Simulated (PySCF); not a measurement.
## How methods differ on the ionisation energy of Lu⁶⁷⁺

Lu⁶⁷⁺ [He] 2s2 → Lu⁶⁸⁺ [He] 2s1 [2s1/2^1, M_J = 1/2], as a difference of total energies. All numbers are calculated (PySCF 2.14, the two-component X2C-1e Hamiltonian, in an even-tempered Gaussian basis (16 s from 52 bohr⁻², ratio 2.4; 13 p from 68 bohr⁻², ratio 2.4; 5 d from 210 bohr⁻², ratio 2.6; 4 f from 320 bohr⁻², ratio 2.6)). Correlated levels: nothing frozen; the 28 highest virtual spinors dropped. "Screened" scales the spin-orbit matrix elements by Boettger's factors to mimic the two-electron term; Breit and QED terms are absent.

```csv
method,ionisation energy (eV)
GMP2 (spin-free),17636.1
GHF (screened spin-orbit),17631.3
GMP2 (screened spin-orbit),17637.8
```

Question: How much does correlation contribute at GMP2 (screened spin-orbit)?

Answer: 17637.8 − (17631.3) = 6.5 eV, measured against GHF (screened spin-orbit).

For this ion Breit and QED terms and the two-electron picture change, all absent here, outweigh the correlation shift from GHF to GMP2.

For comparison: 17610 ± 40 eV (theoretical estimate listed by NIST; NIST Atomic Spectra Database, ionization energies).
